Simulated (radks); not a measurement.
Question: The germanium anion Ge4-, [Kr], held by a Watson sphere: a shell of charge +4 at radius R that stands for the Madelung well of a crystal (potential energy -4/R inside, -4/r outside, in hartree with lengths in bohr). All-electron calculation, scalar-relativistic Kohn-Sham, LDA (Slater exchange, Perdew-Wang correlation), spin-polarised, spherical densities, point nucleus. Program: a radial shooting solver on a logarithmic mesh with Libxc functionals. Response by self-consistent Sternheimer equations with the Hartree and adiabatic LDA kernel, the relativistic mass of each level held fixed and spin-orbit coupling left out. The sphere does not respond.

| R (bohr) | e(3d) (eV) | e(4s) (eV) | e(4p) (eV) | <r> 4p (bohr) | sum of <r^2> (bohr^2) | X-ray form factor at sin(theta)/lambda = 0.2 1/angstrom | alpha (bohr^3) |
|---|---|---|---|---|---|---|---|
| 2.76 | -27.821 | -13.650 | -6.533 | 2.835 | 78.49 | 25.470 | 59.73 |
| 2.94 | -27.474 | -13.063 | -6.194 | 2.935 | 83.00 | 25.397 | 68.91 |
| 3.2 | -27.124 | -12.319 | -5.733 | 3.082 | 89.78 | 25.327 | 84.65 |
| 3.54 | -26.837 | -11.513 | -5.189 | 3.276 | 99.16 | 25.287 | 110.4 |
| 4.03 | -26.609 | -10.634 | -4.524 | 3.559 | 113.7 | 25.299 | 159.9 |
| 4.05 | -26.603 | -10.605 | -4.499 | 3.571 | 114.3 | 25.301 | 162.2 |
| 4.21 | -26.558 | -10.383 | -4.312 | 3.665 | 119.4 | 25.316 | 182.3 |

Estimate the row for R = 3.4 bohr.

Answer: e(3d) (eV) -26.938; e(4s) (eV) -11.824; e(4p) (eV) -5.405; <r> 4p (bohr) 3.195; sum of <r^2> (bohr^2) 95.23; X-ray form factor at sin(theta)/lambda = 0.2 1/angstrom 25.297; alpha (bohr^3) 99.00.
